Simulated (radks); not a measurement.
Tm+, configuration [Xe] 4f13 6s1 (the NIST ground configuration).

Method: non-relativistic Kohn-Sham, LDA (Slater exchange, Perdew-Wang correlation), spin-unpolarised, spherical densities, point nucleus; relativity is left out, which matters for an element this heavy; computed with a radial shooting solver on a logarithmic mesh with Libxc functionals.

Energy parts (eV):
total: -352020.95
kinetic: 351882.35
electron-nucleus: -837649.46
Hartree: 140966.76
exchange-correlation: -7220.60

Orbitals (lengths in bohr, moments of r in powers of bohr; r(max) is where P^2 peaks):
[
 {"orbital": "1s", "occ.": "2", "eigenvalue (eV)": "-55040.72", "r(max)": "0.01458", "<r>": "0.02198"},
 {"orbital": "2s", "occ.": "2", "eigenvalue (eV)": "-8906.118", "r(max)": "0.07964", "<r>": "0.09319"},
 {"orbital": "2p", "occ.": "6", "eigenvalue (eV)": "-8510.291", "r(max)": "0.06187", "<r>": "0.07890"},
 {"orbital": "3s", "occ.": "2", "eigenvalue (eV)": "-1989.414", "r(max)": "0.2202", "<r>": "0.2386"},
 {"orbital": "3p", "occ.": "6", "eigenvalue (eV)": "-1808.883", "r(max)": "0.2079", "<r>": "0.2283"},
 {"orbital": "3d", "occ.": "10", "eigenvalue (eV)": "-1471.360", "r(max)": "0.1647", "<r>": "0.2012"},
 {"orbital": "4s", "occ.": "2", "eigenvalue (eV)": "-383.7317", "r(max)": "0.4991", "<r>": "0.5368"},
 {"orbital": "4p", "occ.": "6", "eigenvalue (eV)": "-310.8466", "r(max)": "0.5019", "<r>": "0.5473"},
 {"orbital": "4d", "occ.": "10", "eigenvalue (eV)": "-179.2314", "r(max)": "0.5031", "<r>": "0.5743"},
 {"orbital": "5s", "occ.": "2", "eigenvalue (eV)": "-51.3431", "r(max)": "1.184", "<r>": "1.340"},
 {"orbital": "5p", "occ.": "6", "eigenvalue (eV)": "-32.2853", "r(max)": "1.300", "<r>": "1.525"},
 {"orbital": "4f", "occ.": "13", "eigenvalue (eV)": "-14.1347", "r(max)": "0.4865", "<r>": "0.7631"},
 {"orbital": "6s", "occ.": "1", "eigenvalue (eV)": "-8.7059", "r(max)": "3.340", "<r>": "3.810"}
]

The highest occupied level is 6s at -8.706 eV. Summed over all electrons, <r^2> = 54.02 bohr^2, which gives a Langevin (diamagnetic) susceptibility term of -42.8 x 10^-6 cm^3/mol. The density falls to 0.001 e/bohr^3 at r = 4.44 bohr. For comparison, the ionisation energy in NIST's Atomic Spectra Database is 12.07 eV (semi-empirical). In exact Kohn-Sham theory the highest level is minus the ionisation energy, but local and semilocal functionals leave it too shallow, through self-interaction and a potential that decays too fast; potentials with the right tail come closer.

Beside tabulated values, note that spin-unpolarised runs miss the spin-polarisation part of the exchange energy of open shells.
